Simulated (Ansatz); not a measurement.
The inner images of a band of GaH₆NO (9 atoms, charge 0, multiplicity 1) are given out of order.

The calculation used Ansatz 0.2.0, RKS CAM-B3LYP-D4/def2-SVP.

First end point:

```xyz
9
Properties=species:S:1:pos:R:3
Ga -0.031 0.151 0.200
O -0.362 -0.222 1.967
H -0.870 -1.011 2.174
H 1.423 -0.184 -0.300
H -1.292 0.146 -0.745
N 0.149 2.151 0.861
H 1.076 2.568 0.785
H -0.541 2.811 0.506
H -0.054 1.949 1.847
```

Last end point:

```xyz
9
Properties=species:S:1:pos:R:3
Ga 0.108 0.431 -0.044
O -0.180 -0.071 2.024
H -1.055 -0.387 2.288
H 1.490 -0.207 -0.385
H -1.269 0.038 -0.681
N 0.141 2.155 0.751
H 1.027 2.656 0.768
H -0.584 2.816 0.479
H -0.179 0.928 2.095
```

**Question.** Put them in order from the first end to the last, with their energies above the first end.
A.
```xyz
9
Properties=species:S:1:pos:R:3
Ga 0.013 0.129 0.176
O -0.253 -0.276 1.948
H -1.032 -0.796 2.164
H 1.463 -0.172 -0.339
H -1.273 0.091 -0.729
N 0.145 2.139 0.864
H 1.045 2.613 0.793
H -0.594 2.783 0.582
H -0.015 1.848 1.837
```
B.
```xyz
9
Properties=species:S:1:pos:R:3
Ga 0.101 0.381 -0.046
O -0.173 -0.030 1.994
H -1.039 -0.328 2.299
H 1.495 -0.216 -0.405
H -1.266 0.033 -0.727
N 0.127 2.113 0.797
H 1.009 2.618 0.851
H -0.607 2.781 0.573
H -0.149 1.006 1.961
```
C.
```xyz
9
Properties=species:S:1:pos:R:3
Ga 0.040 0.132 0.117
O -0.200 -0.228 1.919
H -1.050 -0.576 2.202
H 1.491 -0.181 -0.380
H -1.259 0.063 -0.762
N 0.130 2.114 0.872
H 1.015 2.616 0.890
H -0.625 2.762 0.652
H -0.044 1.657 1.785
```
D.
```xyz
9
Properties=species:S:1:pos:R:3
Ga 0.070 0.209 0.045
O -0.184 -0.119 1.913
H -1.036 -0.427 2.239
H 1.513 -0.180 -0.410
H -1.250 0.063 -0.783
N 0.113 2.079 0.898
H 0.993 2.587 0.962
H -0.635 2.737 0.683
H -0.086 1.411 1.748
```
E.
```xyz
9
Properties=species:S:1:pos:R:3
Ga 0.089 0.311 -0.019
O -0.180 -0.015 1.953
H -1.027 -0.343 2.279
H 1.504 -0.210 -0.412
H -1.263 0.047 -0.759
N 0.119 2.082 0.861
H 1.002 2.588 0.919
H -0.615 2.753 0.639
H -0.129 1.145 1.834
```

**Answer.** A (+0.01 eV), C (+0.07 eV), D (+0.30 eV), E (+0.64 eV), B (+0.56 eV).

Time of the run: 3.6 min on 2 threads of Intel(R) Xeon(R) Platinum 8259CL CPU @ 2.50GHz (Skylake/Cascade Lake) (shared host), peak memory 0.23 GiB.
